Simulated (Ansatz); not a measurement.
Input for Ansatz (a program for electronic structure): R-r2SCAN/def2-TZVPP on H2O (SMILES O).

Ansatz 0.2 input:
```yaml
crystal:
  periodic: [false, false, false]
  atoms:
    - {symbol: O, position_ang: [-0.00000000, -0.00000000, 0.38961139]}
    - {symbol: H, position_ang: [-0.00000000, 0.76498632, -0.19485569]}
    - {symbol: H, position_ang: [0.00000000, -0.76498632, -0.19485569]}
basis:
  gaussian:
    orbitals: def2-TZVPP
hamiltonian:
  xc: {name: r2SCAN}
scf: {lower_state_search: off}
```

Program output:

```
WARN ansatz: RAYON_NUM_THREADS=1 ignored (pool sized by the plan → 1); use --threads N
Functional definition: r2SCAN
these checks for a lower state are left out or cut short: stability, starts, cluster_reference, orbital_swaps, neighbouring_geometries, increment
integrals: 0.01 GiB planned
269 factors; their error is unknown
mean field: 0.09 GiB planned
mean field evaluation 1: about -2074.9216 eV, gradient 5.5e1 eV
mean field evaluation 2: about -2065.6847 eV, gradient 9.0e1 eV
mean field evaluation 4: about -2079.5809 eV, gradient 6.0e-1 eV
mean field evaluation 8: about -2079.5805 eV, gradient 1.9e-1 eV
mean field -2079.58048684 eV, -76.4231733012 hartree, gradient 7.6e-6 eV, S^2 0.000000; 0 other end points of the search recorded, 0 dependent functions left out
reference -2079.58049206 eV, -76.4231734930 hartree; 5, 5 occupied and 54, 54 virtual orbitals, 269 factors
Total energy: -2079.58049206 eV, -76.4231734930 hartree
Checks for a lower state left out: stability, starts, cluster_reference, orbital_swaps, neighbouring_geometries, increment
```

The calculation finished and met its thresholds.

Cost: roughly 0.27 core-seconds.
